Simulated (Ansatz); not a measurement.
Geometry optimisation, UKS PBE-D4/def2-SVP (Ansatz 0.2.0).

Input file:

```yaml
crystal:
  periodic: [false, false, false]
  atoms:
    - { symbol: W, position_ang: [-0.03347, 0.145745, -0.444929] }
    - { symbol: Cl, position_ang: [0.068932, -0.57901, 3.058151] }
    - { symbol: O, position_ang: [1.773552, -0.198753, -0.308466] }
    - { symbol: H, position_ang: [2.392566, -0.641901, 0.302123] }
    - { symbol: H, position_ang: [0.083213, 1.835267, -0.635712] }
    - { symbol: O, position_ang: [-1.838866, 0.081022, -0.050496] }
    - { symbol: H, position_ang: [-2.390428, -0.280821, 0.667555] }
    - { symbol: H, position_ang: [-0.006443, -0.777053, 1.14365] }
    - { symbol: H, position_ang: [-0.180803, -0.239113, -2.119751] }
    - { symbol: F, position_ang: [0.131746, -0.423584, 4.671874] }
magnetization:
  spin_polarized: true
  initial_magnetization: 1
basis:
  gaussian: { orbitals: def2-SVP }
hamiltonian:
  xc: pbe
  dispersion: d4
relax:
  f_tol: 0.03
  max_steps: 50
output:
  orbitals: {}
```

Command:

```bash
$ ansatz run input.yaml --threads 4 --pin off --max-ram 5120MiB --backend cpu --events-out ev --progress --plain --runs-dir out
```

Question: Where does it end, and by what steps?

Answer: The run converged. After 32 steps the energy has fallen by 4.760 eV; F10 moved furthest, 3.77 Å. Parted: Cl2–F10 (1.62 → 2.77 Å). Joined: W1–Cl2 (3.58 → 2.57 Å), W1–F10 (5.15 → 2.46 Å), H5–F10 (5.77 → 0.99 Å).

```tsv
step	energy less start (eV)	largest force component (eV/Å)	accepted
0	0.0000	4.080	yes
2	-0.4839	1.426	yes
4	-0.6749	0.184	yes
6	-0.7429	0.305	yes
8	-0.7820	0.263	yes
10	-0.8215	0.619	yes
12	-0.9614	0.909	yes
14	-1.1595	0.369	yes
16	-1.3469	0.477	yes
18	-2.4467	3.029	yes
20	-3.3919	2.063	yes
22	-3.9434	3.043	yes
24	-4.5262	0.519	yes
26	-4.7164	0.377	yes
28	-4.7364	0.277	yes
30	-4.7563	0.237	yes
32	-4.7602	0.023	yes
```

```xyz
10
Properties=species:S:1:pos:R:3
W -0.039 -0.281 0.144
Cl 0.060 -0.833 2.652
O 1.793 -0.463 0.150
H 2.664 -0.759 0.458
H 0.165 1.043 2.301
O -1.868 -0.218 0.346
H -2.733 -0.400 0.748
H -0.181 -1.642 -0.854
H -0.041 0.763 -1.228
F 0.181 1.712 1.568
```

Whether the end is a true minimum wasn't checked by a vibrational analysis.

Run time: 95 s on 4 threads of Arm Neoverse V2 (shared host), peak memory 0.22 GiB.
